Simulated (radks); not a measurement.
All-electron atom: W I in [Xe] 4f14 5d4 6s2 (the NIST ground configuration). Method: Dirac Kohn-Sham, PBEsol, spin-unpolarised, spherical densities, point nucleus; open shells are shared between the two j in proportion to 2j + 1; computed with a radial shooting solver on a logarithmic mesh with Libxc functionals.

X-ray form factor f0, the Fourier transform of the density (f0(0) = 74):

sin(theta)/lambda (1/angstrom),f0 (electrons)
0.05,72.786
0.1,69.787
0.15,66.119
0.2,62.420
0.25,58.861
0.3,55.458
0.4,49.160
0.5,43.643
0.6,38.906
0.8,31.301
1,25.597
1.25,20.637
1.5,17.507
2,13.865
